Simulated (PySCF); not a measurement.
Species: C8H6Cl (doublet state).
Structure used (GFN2-xTB), in Å, numbered top down from 1:
```
atom  x, y, z in Å
C1    -1.525   -0.957    2.503
C2    -0.703   -0.878    1.637
C3     0.292   -0.756    0.570
C4    -0.336   -1.057   -0.754
C5    -0.329   -0.165   -1.775
C6     0.277    1.095   -1.654
C7     0.890    1.437   -0.439
Cl8    1.635    3.000   -0.311
C9     0.925    0.600    0.627
H10   -2.241   -1.033    3.266
H11    1.061   -1.521    0.790
H12   -0.813   -2.020   -0.854
H13   -0.799   -0.421   -2.713
H14    0.270    1.795   -2.471
H15    1.389    0.890    1.556
```

The species is `C#C[C@H]1[CH]C=CC(Cl)=C1` [radical].

Computed, not measured: PySCF, UKS B3LYP, pcH-1 on C Cl H, non-relativistic, mean-field spin-orbit, GIAO. Geometry: GFN2-xTB; no solvent, vibrations or thermal averaging. A GFN2-xTB geometry isn't a minimum of the functional, and hyperfine couplings can be far from their values at a DFT geometry. No stability test was run, so a lower SCF solution isn't excluded. ⟨S²⟩ is 0.788 where a pure state has 0.75.

Q: Give the principal g shifts and their parts.

A: 
| Δg (ppm) | 1 | 2 | 3 |
| --- | --- | --- | --- |
| relativistic mass correction | -145 | -145 | -145 |
| gauge correction | 23 | 7 | 27 |
| orbital Zeeman/spin–orbit | -66 | 45 | 200 |
| total | -189 | -94 | 81 |

So g = 2.00213, 2.00223, 2.00240 and g_iso = 2.00225; the tensor is rhombic: the two nearest values differ by 35 % of g3 − g1. Axes: g3 points within 10° of the C3–C9 bond.

Q: What effective moment and Curie constant follow for a powder?

A: With the mean of g² = 4.0090 and S(S+1) = 0.75: μ_eff = √(⟨g²⟩S(S+1)) = 1.734 μB and χT = 0.12505·⟨g²⟩·S(S+1) = 0.376 cm³ K/mol (cgs; spin-Hamiltonian part alone).

Q: How much does each term add to the isotropic shift?

A: The mass correction -145, the orbital-Zeeman/spin–orbit term 59 and the gauge correction 19 ppm, for a total of -67 ppm. The mass correction is the largest in size. The mass correction is the same along every axis, so the anisotropy comes from the other two: their spans along these axes are 20 (gauge) and 266 ppm (orbital Zeeman/spin–orbit).

Q: In a frozen sample, at which fields do the three g values resonate at 9.5, 34, 94 and 263 GHz (hyperfine left aside), and which band first spreads them over more than twice a line width of 0.3 mT?

A: 
```csv
band,GHz,B(g3) mT,B(g2) mT,B(g1) mT,spread mT
X,9.5,338.97,339.00,339.02,0.05
Q,34.0,1213.16,1213.26,1213.32,0.16
W,94.0,3354.02,3354.31,3354.47,0.45
J,263.0,9384.11,9384.93,9385.38,1.26
```

The spread grows in proportion to the frequency. J band is the first where it exceeds 0.6 mT.

The largest Mulliken spin populations are on C6 (+0.58), C4 (+0.45), C9 (+0.44) and C5 (-0.21). Three atoms exceed +0.15. The angles at C6 add up to 360.0°, so it is planar.

The HOMO–LUMO gaps are 4.53 eV among the α and 4.17 eV among the β orbitals.

The SMILES draws the unpaired electron on C4; the largest computed Mulliken spin population is on C6 (0.58 against 0.45).
